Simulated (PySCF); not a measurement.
## Identify the compound

The spectra below were simulated for a compound C₆H₆O₃.

¹H NMR (600 MHz, computed): δ 7.93 (d, J = 1.5 Hz, 1H), 7.19 (dd, J = 2.3, 1.5 Hz, 1H), 6.69 (d, J = 2.3 Hz, 1H), 3.81 (s, 3H).

¹³C{¹H} NMR (computed): δ 163.0 (C), 149.3 (CH), 144.0 (CH), 123.5 (C), 114.0 (CH), 52.3 (CH3).

[PySCF: shielding tensors at PBE/pcSseg-1 (GIAO); coordinates at the PBE0-D3(BJ)/def2-SVP level; spin–spin couplings from B3LYP/pcJ-1 (without the spin–dipole term); a single conformation; gas phase; rapidly exchanging positions averaged; relativity neglected]

Chemical shifts δ = σref − σ; ¹H (σ = 31.20 ppm) and ¹³C (σ = 180.03 ppm) vs TMS, all at this level.

Q: What is the structure?

A: 
The formula gives 4 degrees of unsaturation (1 ring in the answer). 6 carbon signals for 6 carbons: no two carbons are equivalent. Carbon types of the structure: 2 × C, 3 × CH, 1 × CH3, which accounts for all hydrogens. δC 163.0: ester carbonyl carbon; it is a carbonyl in resonance with an O or N lone pair, the region of acids, esters and amides. δC 149.3, 144.0: aromatic CH next to the ring oxygen. δC 123.5: substituted aromatic carbon. δC 114.0: aromatic CH. δH 7.93, 7.19: hydrogen on an aromatic CH next to the ring oxygen. δH 6.69: hydrogen on an aromatic CH; ring-current deshielding. δH 3.81: hydrogen on a methyl carbon bonded to O; its carbon carries O, an electronegative neighbour.

Structure: `COC(=O)c1ccoc1`.

The data come from this structure; uniqueness wasn't tested.

Multiplet labels drop couplings under 1 Hz and merge nearly equal ones. Unscaled 3J(H,H) at this level run about 10 % above measured values. Shifts are as computed. Against solution values, carbons near 30 ppm lie about +2 ppm off and those near 130 ppm about +2 ppm. Of 1211 compounds with measured shifts, 218 miss one by over three times the rms of a fit or turn the order of signals round; such compounds aren't used in these exercises.
